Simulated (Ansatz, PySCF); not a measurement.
Molecule: CH2NO (charge +1, singlet). It need not be the lowest isomer of its formula. 
Coordinates optimised at B3LYP-D3(BJ)/def2-TZVP (Ansatz, a program for electronic structure):
SMILES: [OH+]=C=N
```xyz
5

N     -1.1542     0.0831     0.3407
C     -0.0624    -0.0061     0.0233
O      1.1133     0.0104    -0.3706
H     -2.1197     0.1507     0.6266
H      1.6677    -0.7786    -0.1866
```
Charge +1, spin multiplicity 1.

Wanted: vertical ionisation energy (to the doublet state of charge +2; each state is the SCF solution reached for its spin; the UHF <S^2> is 0.93 for the doublet (pure: 0.75)), in eV. Cores are frozen in the correlated levels unless marked. Open shells are spin-unrestricted. Spin-orbit coupling is left out. No relativistic terms. Basis-set limits of correlation are two-point, X^-3; Hartree-Fock from the larger set. [CCSD(T)-MP2]/basis is that difference in the basis named.

RI-MP2/CBS(aug-cc-pVTZ,aug-cc-pVQZ)+[CCSD(T)-MP2]/aug-cc-pVTZ (Ansatz) gives 20.39 eV.

Question: Another calculation gave 20.16 eV. Which level was it?
(A) M06-2X/def2-TZVPD (PySCF)
(B) B3LYP/def2-TZVPD (Ansatz)
(C) r2SCAN/def2-TZVPD (Ansatz)

Answer: B, B3LYP/def2-TZVPD (Ansatz). The others give 20.40 (M06-2X), 19.99 (r2SCAN) eV.
